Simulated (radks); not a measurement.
Spherical jellium clusters: N electrons in a uniform positive sphere of charge N and radius rs N^(1/3), rs = 2.66 bohr. Method: non-relativistic Kohn-Sham, LDA (Slater exchange, Perdew-Wang correlation), spin-polarised, spherical densities; computed with a radial shooting solver with Libxc functionals. Levels are named by radial order and angular momentum (1s, 1p, 1d, 2s, ...), and open shells are averaged over m. Each electron was tried in the lowest free levels, single moves between levels near the top were tried too, and the lowest total energy was kept; such a search can miss a lower state. Energies include the self-energy of the background; IP and EA are vertical (highest electron removed, lowest free level filled), at fixed background; spill-out counts the electrons outside the background radius R, and alpha is the static dipole polarisability from linear response (closed shells only). A dash means not computed or, for alpha, an open shell; in EA it means that no bound solution was reached, which is typical of self-interaction and does not show that the anion is unstable. Real open-shell clusters deform, which this model forbids.

\begin{tabular}{lrrrrrrr}
N & open shells & 2S & E/N (eV) & E(N+1) + E(N-1) - 2E(N) (eV) & EA (eV) & -e(HOMO) (eV) & spill-out (e) \\ \hline
1 & 1s(up 1, down 0) & 1 & -0.575 & - & - & 3.809 & 0.53 \\
2 & none & 0 & -1.312 & 2.068 & - & 4.350 & 0.75 \\
3 & 1p(up 1, down 0) & 1 & -0.869 & -0.929 & - & 2.368 & 1.14 \\
4 & 1p(up 2, down 0) & 2 & -0.879 & -0.801 & - & 3.220 & 1.39 \\
5 & 1p(up 3, down 0) & 3 & -1.046 & 0.339 & - & 3.807 & 1.57 \\
6 & 1p(up 3, down 1) & 2 & -1.101 & -0.655 & - & 3.473 & 1.75 \\
7 & 1p(up 3, down 2) & 1 & -1.233 & -0.497 & 2.059 & 3.983 & 1.89 \\
8 & none & 0 & -1.395 & 2.402 & - & 4.359 & 2.01 \\
9 & 1d(up 1, down 0) & 1 & -1.254 & -0.430 & - & 2.116 & 2.26 \\
10 & 1d(up 2, down 0) & 2 & -1.184 & -0.398 & - & 2.577 & 2.46 \\
11 & 1d(up 3, down 0) & 3 & -1.163 & -0.359 & - & 2.953 & 2.62 \\
12 & 1d(up 4, down 0) & 4 & -1.175 & -0.320 & - & 3.268 & 2.76 \\
13 & 1d(up 5, down 0) & 5 & -1.210 & 0.393 & - & 3.536 & 2.89 \\
14 & 1d(up 5, down 0) 2s(up 1, down 0) & 6 & -1.212 & -0.170 & - & 3.218 & 3.17 \\
15 & 1d(up 5, down 2) & 3 & -1.225 & -0.365 & 1.787 & 3.381 & 3.15 \\
16 & 1d(up 5, down 3) & 2 & -1.260 & -0.253 & 2.038 & 3.630 & 3.26 \\
17 & 1d(up 5, down 4) & 1 & -1.305 & -0.225 & 2.259 & 3.846 & 3.36 \\
18 & none & 0 & -1.357 & 0.256 & 2.092 & 4.034 & 3.45 \\
19 & 2s(up 1, down 0) & 1 & -1.391 & 0.216 & 1.993 & 3.788 & 3.66 \\
20 & none & 0 & -1.411 & 1.347 & - & 3.649 & 3.90 \\
21 & 1f(up 1, down 0) & 1 & -1.364 & -0.229 & - & 2.380 & 4.04 \\
22 & 1f(up 2, down 0) & 2 & -1.332 & -0.215 & - & 2.603 & 4.16 \\
23 & 1f(up 3, down 0) & 3 & -1.312 & -0.201 & - & 2.803 & 4.28 \\
24 & 1f(up 4, down 0) & 4 & -1.303 & -0.187 & 1.555 & 2.984 & 4.38 \\
25 & 1f(up 5, down 0) & 5 & -1.301 & -0.175 & 1.725 & 3.149 & 4.48 \\
26 & 1f(up 6, down 0) & 6 & -1.306 & -0.163 & 1.881 & 3.300 & 4.57 \\
27 & 1f(up 7, down 0) & 7 & -1.317 & 0.439 & 1.453 & 3.438 & 4.65 \\
28 & 1f(up 7, down 1) & 6 & -1.312 & -0.176 & 1.634 & 3.007 & 4.75 \\
29 & 1f(up 7, down 2) & 5 & -1.313 & -0.163 & 1.800 & 3.168 & 4.84 \\
30 & 1f(up 7, down 3) & 4 & -1.319 & -0.152 & 1.952 & 3.316 & 4.93 \\
31 & 1f(up 7, down 4) & 3 & -1.330 & -0.142 & 2.093 & 3.452 & 5.01 \\
32 & 1f(up 7, down 5) & 2 & -1.345 & -0.133 & 2.224 & 3.577 & 5.09 \\
33 & 1f(up 7, down 6) & 1 & -1.362 & - & 2.346 & 3.693 & 5.17 \\
\end{tabular}

All shells are closed at N = 2, 8, 18, 20 (there: 1s2 1p6 1d10 2s2); the second difference of the energy has clear peaks (12 % above both neighbours; the first and last values, which can be the largest, are not judged, and half-filled shells can peak too) at N = 5, 8, 13, 18, 20, 27.
